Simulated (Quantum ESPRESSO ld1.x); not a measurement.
Values are calculated unless marked as measured or tabulated.
Problem. The table gives one normalised radial function P(r) = r R(r) of Yb in [Xe] 4f12 6s2 6p2 (r in bohr). Level of theory: scalar-relativistic Kohn-Sham, LDA (Slater exchange, Perdew-Wang correlation), spin-polarised, spherical densities, point nucleus; open shells are filled with parallel spins first (ld1.x of Quantum ESPRESSO 7.5).

r           P
0.000717   0.0002
0.001149   0.0005
0.001843   0.0011
0.002954   0.0025
0.004736   0.0055
0.007593   0.0117
0.01217    0.0236
0.01952    0.0432
0.03129    0.0657
0.05016    0.0676
0.08042    0.0102
0.1289    -0.0865
0.2067    -0.0623
0.3314     0.1188
0.5313     0.0769
0.8517    -0.2101
1.365     -0.1604
2.189      0.2870
3.51       0.5526
5.627      0.3571
9.021      0.0857
14.46      0.0058

Which n and l does it have? It may be an empty orbital.

Solution. n = 6, l = 1: the number of nodes gives n - l - 1 = 4, the rise at small r (about r^(l+1)) gives l, and the extent must fit the shell. The curve is that of 6p up; the table hardly tells the two spins or the two j apart. 6p up: eigenvalue -3.469 eV, 4 radial nodes at r = 0.0846, 0.246, 0.606, 1.65 bohr, <r> = 4.19 bohr, 90 % of the charge inside 6.20 bohr.
